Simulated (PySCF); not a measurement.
CH10N2Si3, SMILES [SiH2]1[Si@H](N)N[SiH2]C1.

Geometry optimised at PBE0-D3(BJ)/def2-SVP. The structure was generated by enumeration; whether it is a known compound was not checked. Other conformers were not sampled.

Computed with PBE/def2-TZVP (PySCF).

total energy: -1021.64504 hartree
highest occupied level: -5.78 eV
lowest empty level: -0.74 eV
orbital gap: 5.04 eV
dipole moment: 1.83 D
quadrupole, principal values (traceless, Buckingham form, about the centre of nuclear charge): -8.66, 0.25, 8.41 D·Å
